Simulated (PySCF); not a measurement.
AlH, neutral, multiplicity 1. Atoms are numbered in the order given.

```xyz
2

Al     0.0000     0.0000    -0.1187
H      0.0000     0.0000     1.5431
```

The structure is a stationary point at B3LYP-D3(BJ)/def2-TZVPD.

Method: B3LYP-D3(BJ)/def2-TZVPD in PySCF.

Frequencies are harmonic and unscaled.

Computed harmonic wavenumbers and intensities:
```
mode  ν (cm⁻¹)  IR (km/mol)  Raman (Å⁴/amu)  depolarisation  moving atoms (share of kinetic energy)
----  --------  -----------  --------------  --------------  --------------------------------------
1         1636        703.8           291.8            0.59                                  H 96 %
```
